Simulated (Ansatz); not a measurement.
The first iterations of a band of CH3BiClF (7 atoms, charge 0, multiplicity 1).

Level of theory: RKS B3LYP-D4/def2-SVP (Ansatz 0.2.0).

```
movable images  : 5
climbing image  : yes
spring          : 5.0 eV/Å²
optimiser       : quadratic models (default)
start path      : through a guess of the saddle point
force threshold : 0.05 eV/Å
iteration limit : 10
end points      : relaxed
```

First end point:

```xyz
7
Properties=species:S:1:pos:R:3
C -0.297 0.847 0.314
Bi 0.872 -0.498 -1.106
F 1.887 -1.381 0.441
Cl -0.990 -2.138 -1.326
H -1.366 0.767 0.077
H -0.093 0.448 1.319
H 0.049 1.888 0.235
```

Last end point:

```xyz
7
Properties=species:S:1:pos:R:3
C -0.352 0.737 0.492
Bi 0.442 -1.391 0.295
F 2.188 -0.740 -0.562
Cl -0.846 -1.858 -1.787
H -1.280 0.819 -0.089
H -0.523 0.993 1.548
H 0.432 1.374 0.057
```

| iteration | highest image above the first end (eV) | largest band force component (eV/Å) |
| --- | --- | --- |
| 1 | 2.075 | 6.172 |
| 2 | 1.281 | 1.144 |

Does the band converge within its limit, and where does its top end?

The forces met the threshold. It ended after 7 iterations with the highest image 1.183 eV above the first end. Another band between the same ends (5 images) ends at a top of the same energy, where a vibrational analysis finds 2 clearly imaginary modes.

Run time: 2.7 min on 1 thread of Arm Neoverse V2 (shared host), peak memory 0.19 GiB.
